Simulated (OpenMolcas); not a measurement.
**What dynamic correlation does to the levels of Al II**

```
Program             : OpenMolcas
Basis               : ANO-RCC-VTZP [5s4p2d1f]
Scalar Hamiltonian  : DKH2, point nucleus
Active space        : 2 electrons in 8 orbitals (3s 3p 4s 4p)
State averaging     : 2S+1 = 3 even, 3 roots; 2S+1 = 1 even, 7 roots; 2S+1 = 3 odd, 3 roots; 2S+1 = 1 odd, 3 roots
Spin-orbit coupling : RASSI with atomic mean-field integrals over the reference wave functions, term energies averaged over their components
```

Methods on the same reference wave functions:
A. CASSCF
B. SS-CASPT2, IPEA 0.25 Eh, imaginary shift 0.1 Eh (closed shells correlated: 2s 2p)
C. MS-CASPT2, IPEA 0.25 Eh, imaginary shift 0.1 Eh (closed shells correlated: 2s 2p)

Energies in cm⁻¹ above 3s² ¹S₀, the measured ground level; measured values from NIST Handbook of Basic Atomic Spectroscopic Data.

| Level | A | B | C | Measured |
| --- | --- | --- | --- | --- |
| 3s² ¹S₀ | 0.0 | 0.0 | 0.0 | 0.0 |
| 3s 3p ³P°₀ | 37350 | 37025 | 37030 | 37393 |
| 3s 3p ³P°₁ | 37401 | 37075 | 37080 | 37454 |
| 3s 3p ³P°₂ | 37502 | 37177 | 37182 | 37578 |
| 3s 3p ¹P°₁ | 67701 | 61306 | 61312 | 59852 |

Deviations, from unrounded energies. A percentage is the sum of absolute deviations over the sum of measured energies, with the sign that they share, or ± where signs differ.

| Against measurement | Levels | A | B | C |
| --- | --- | --- | --- | --- |
| mean absolute deviation (cm-1) | 4 | 2000 | 650 | 650 |
| other configurations (%) | 4 | ±4.7 | ±1.5 | ±1.5 |

B, C lie about equally close to measurement and A furthest from it. The largest miss of C in the table is 3s 3p ¹P°₁, by +1500 cm-1. The ranking rests on the paired levels alone, and a cruder setting can come out closer through cancelling errors.

Between B and C the level of the table that moves most is 3s 3p ³P°₀, by 5.2 cm-1 (lowest in B, highest in C).

The lowest spin-free term lies below A's lowest term by 0.209 hartree in B, 0.209 hartree in C.

Over all roots computed the reference weight is 0.89 to 0.99 in B, 0.89 to 0.99 in C; the roots of lowest weight are the least certain, and an intruder state may touch them. The run also gave levels led by 3s 4s, which use shells meant for correlation; these and all levels above them are left out. Without dynamic correlation excited terms often stand tens of per cent too high (terms of higher spin than the ground term too low), and those without a measured partner can miss by more than the paired ones (holds for A). Computed and measured levels are paired by configuration, term and J; levels that our copy of the source lacks, or whose pairing is in doubt (as where it misses far off the trend of its configuration), stay unpaired and out of the deviations. Levels of configurations outside the active space are missing. Levels that lie high or do not pair safely by name in every column are left out.

° marks odd parity.
